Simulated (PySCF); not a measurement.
# Worked example: oscillator strength and radiative lifetime

Ge(H)(F)2(OMe) (CH₄F₂GeO), SMILES C[O][GeH]([F])[F].

Geometry: B3LYP-D3(BJ)/def2-SVP. The structure was generated by enumeration, and PubChem lists no compound with its InChIKey, so it may never have been made. Other conformers were not sampled.

TDA-B3LYP/def2-SVPD run with PySCF 2.14.0 puts the first singlet state with f over 0.02 at 8.06 eV (vertical), with the transition dipole (-0.667, -0.166, 0.000) in atomic units.

Task: Find the oscillator strength, the wavelength and the radiative lifetime that this transition would have in vacuum if emission retraced absorption.

Result: 
|μ|² = 0.4724 au, so |μ| = 1.75 D. ΔE = 8.06/27.211 = 0.2962 hartree. f = (2/3) ΔE |μ|² = 0.093 (the program prints 0.093).
λ = 1239.84/8.06 = 154 nm; ν = 65008 cm⁻¹.
Einstein's coefficient A = 0.6670 ν² f s⁻¹ (ν in cm⁻¹) = 2.6e8 s⁻¹, so τ = 1/A = 3.8 ns. This state is S4; the lower singlets have f = 0.004, 0.009, 0.007. The figure is the radiative limit of this one transition; relaxation, internal conversion, crossing to triplets and a medium change what is measured.
